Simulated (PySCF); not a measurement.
Compound: C₆H₈ClNO.
SMILES with atom numbers: `[CH3:1][O:2][c:3]1[cH:4][n:5]([CH3:6])[cH:7][c:8]1[Cl:9]`

Geometry (GFN2-xTB, Å), atoms numbered from 1 in this order:
```
atom  x, y, z in Å
C1     2.7557   -0.7001   -0.3906
O2     2.2418    0.3273    0.4178
C3     0.8859    0.4009    0.4845
C4    -0.0757   -0.3775   -0.1159
N5    -1.3065    0.0922    0.2450
C6    -2.5559   -0.4960   -0.1446
C7    -1.1526    1.1509    1.0751
C8     0.1922    1.3740    1.2427
Cl9    0.9085    2.6091    2.1891
H10    3.8392   -0.6100   -0.3391
H11    2.4519   -1.6863   -0.0225
H12    2.4278   -0.5904   -1.4302
H13    0.0186   -1.2190   -0.7716
H14   -3.3532    0.2370   -0.0358
H15   -2.5078   -0.8153   -1.1859
H16   -2.7913   -1.3656    0.4761
H17   -1.9856    1.6810    1.4892
```

NICS = −σ at a ghost point: NICS(0) at the centroid of the ring atoms, NICS(1) 1 Å to either side along the normal of their mean plane, zz for the tensor component along that normal. Level: GIAO PBE0/pcSseg-1 (PySCF, non-relativistic, gas phase) on the GFN2-xTB geometry, one conformer.

Ring bond lengths (Å), with Mayer bond orders in brackets: C3–C4 1.375 (1.45), C4–N5 1.366 (1.09), N5–C7 1.354 (1.13), C7–C8 1.373 (1.45), C8–C3 1.415 (1.28).

Give the NICS values of each ring in ppm.

| ring | type | NICS(0) | NICS(1), two faces | NICS(1)zz, two faces | rms pucker (Å) | centre to ring atoms, mean (Å) |
| --- | --- | --- | --- | --- | --- | --- |
| C3–C4–N5–C7–C8 | 5-membered ring with N; formal bonds all aromatic | -15.3 | -10.1 / -10.1 | -24.5 / -24.9 | 0.00 | 1.17 |

What can be read from them?

- C3–C4–N5–C7–C8: mean NICS(1)zz -24.7 ppm, shielded. The ring is flat and has no four-coordinate atom; by the NICS criterion it is aromatic. NICS(0) lies 5 ppm below the mean NICS(1).

How equal are the bonds by HOMA? HOMA = 1 − mean of α(R − Ropt)² over the ring bonds, with Krygowski's 1993 parameters (CC: Ropt 1.388 Å, α 257.7 Å⁻²; CN: Ropt 1.334 Å, α 93.52 Å⁻²).

- C3–C4–N5–C7–C8: HOMA 0.92; the largest term is that of C8–C3, α(R − Ropt)² = 0.19. The geometric and the magnetic index point the same way.

What field does 9.4 T along the ring normal induce along that normal at the first NICS(1) probe listed for ring C3–C4–N5–C7–C8, 1 Å off the ring?

NICSzz × B0 = -24.5 ppm × 9.4 T = -230 μT, against the applied field.
